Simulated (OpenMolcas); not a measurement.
# Ce3+ in CaO

Ce3+ with its 6 nearest oxide ions at 2.395 Å, on the Ca site of CaO (a = 4.8105 Å, distance in the model lattice 2.405 Å). The rest of the host is ab initio model potentials to 7.6 Å, with orthogonalisation functions on the cations behind the ligands, and point charges beyond; the distance is set by hand and nothing relaxes, and no local charge compensation is placed. Ligand basis ANO-RCC-VDZP.
```
Ce    0.0000    0.0000    0.0000
O     2.3950    0.0000    0.0000
O     0.0000    2.3950    0.0000
O    -2.3950    0.0000    0.0000
O     0.0000   -2.3950    0.0000
O     0.0000    0.0000    2.3950
O     0.0000    0.0000   -2.3950
```

```
Program             : OpenMolcas
Method              : SS-CASPT2, IPEA 0.25 Eh, imaginary shift 0.1 Eh (closed shells correlated: 5s 5p and the ligand valence shells)
Basis               : ANO-RCC-VDZP [7s6p4d2f1g]
Scalar Hamiltonian  : DKH2, point nucleus
Active space        : 1 electron in 7 orbitals (4f)
State averaging     : 2S+1 = 2 odd, 7 roots
Spin-orbit coupling : RASSI with atomic mean-field integrals over the reference wave functions
```

The lowest spin-free states (labels of O, the rotations of Oh), above the lowest:

```csv
State,Degeneracy,E (cm-1),Free-ion L (%)
2A2,1,0,F (100)
2T2,3,1140,F (100)
2T1,3,3130,F (100)
```

The lowest levels with spin-orbit coupling:

```tsv
E (cm-1)	Degeneracy	Label	2S+1	J	|mJ| (%)	g
0	2	Γ7	2	2.59	3/2 (80)	0.83 0.83 0.83
1480	4	Γ8	2	2.69	1/2 (45)	
2420	2	Γ7	2	3.47	5/2 (72)	2.82 2.82 2.82
4090	4	Γ8	2	3.34	3/2 (33)	
4890	2	Γ6	2	3.47	1/2 (59)	2.60 2.60 2.60
```

Powder χT (cm3 K/mol): 0.0662 at 2 K, 0.0719 at 10 K, 0.101 at 50 K, 0.136 at 100 K, 0.208 at 200 K, 0.279 at 300 K. The effective moment at 300 K is 2.828 √(χT) = 1.49 μB.

Hund's rules give f1 the level 2F5/2 with g = 0.857, so an isolated free-ion multiplet has χT = g² J(J+1) / 8 = 0.804 cm3 K/mol. The computed 0.279 at 300 K differs by -65 %, through the field's splitting, the mixing of terms and any other multiplet in reach.

Stevens parameters of the J = 5/2 multiplet, which is 1481 cm-1 wide (cm-1, z along the main axis): B40 = 3.817e+00, B44 = 2.244e+01.

Roots that are degenerate in the reference are averaged as groups; the widest CASPT2 spread within a group is 170 cm-1 (the 3-fold group of multiplicity 2 near 3130 cm-1 above the lowest state of its run). Shifts and gaps below about the spread of the groups concerned are not significant. Over all roots computed the reference weight is 0.70; a low but even weight reflects the number of correlated electrons. Splittings of an f shell from a small cluster at a set distance can be off by tens of per cent, mostly too small. No measured value stands beside these numbers; the geometry was set by hand and not optimised.

The CASPT2 steps took 39 s on 1 thread of Arm Neoverse V1, with other jobs on the host; the integral step is not counted.
